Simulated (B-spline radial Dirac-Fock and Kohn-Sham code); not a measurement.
## Ionisation energies of cesium ions, computed and tabulated

These are calculated numbers from a radial finite-basis atomic code; the model is Dirac-Fock ΔSCF + Breit + QED. Each value is the difference of the configuration-average energies of two neighbouring ions in their tabulated ground configurations. Correlation and solid-state effects are left out. NIST's values refer to the lowest levels; many for high charge states are themselves semi-empirical or theoretical. Where a p, d or f shell is open in either ion the computed value averages over both j values and all terms, while the table refers to the lowest levels; that difference holds spin-orbit splitting (largest in heavy or highly charged ions), term energies where several electrons share open shells, and correlation, and it can reach 10 % or more.

```
  ion  configuration  computed (eV)        NIST (eV)         kind  NIST − computed (eV)
Cs³⁸⁺   [Ne] 3s2 3p5         2798.4         2767 ± 4  theoretical                -31.45
Cs³⁹⁺   [Ne] 3s2 3p4         2885.7         2859 ± 4  theoretical                -26.71
Cs⁴⁰⁺   [Ne] 3s2 3p3         2973.9         2945 ± 4  theoretical                -28.88
Cs⁴¹⁺   [Ne] 3s2 3p2         3063.0         3118 ± 4  theoretical                +55.04
Cs⁴²⁺   [Ne] 3s2 3p1         3152.9         3214 ± 4  theoretical                +61.06
Cs⁴³⁺       [Ne] 3s2         3392.4         3392 ± 4  theoretical                 -0.43
Cs⁴⁴⁺       [Ne] 3s1         3484.6         3485 ± 4  theoretical                 +0.43
Cs⁴⁵⁺   [He] 2s2 2p6         8110.5         7989 ± 4  theoretical               -121.51
Cs⁴⁶⁺   [He] 2s2 2p5         8355.7         8224 ± 4  theoretical               -131.65
Cs⁴⁷⁺   [He] 2s2 2p4         8603.9         8484 ± 4  theoretical               -119.88
Cs⁴⁸⁺   [He] 2s2 2p3         8855.2         8726 ± 4  theoretical               -129.19
Cs⁴⁹⁺   [He] 2s2 2p2         9109.6         9350 ± 4  theoretical               +240.41
Cs⁵⁰⁺   [He] 2s2 2p1         9367.1         9629 ± 4  theoretical               +261.92
Cs⁵¹⁺       [He] 2s2         9974.1         9974 ± 4  theoretical                 -0.13
Cs⁵²⁺       [He] 2s1        10208.5  10208.78 ± 0.05  theoretical                 +0.26
Cs⁵³⁺            1s2        41858.3  41861.08 ± 0.04  theoretical                 +2.75
Cs⁵⁴⁺            1s1        42913.2  42913.14 ± 0.02  theoretical                 -0.05
```

Problem. Where in this range is the largest relative jump, and why?

Solution. From Cs⁵²⁺ (10208.5 eV) to Cs⁵³⁺ (41858.3 eV), a factor of 4.10. The configuration goes from [He] 2s1 to 1s2, so the next electron comes out of a deeper subshell.
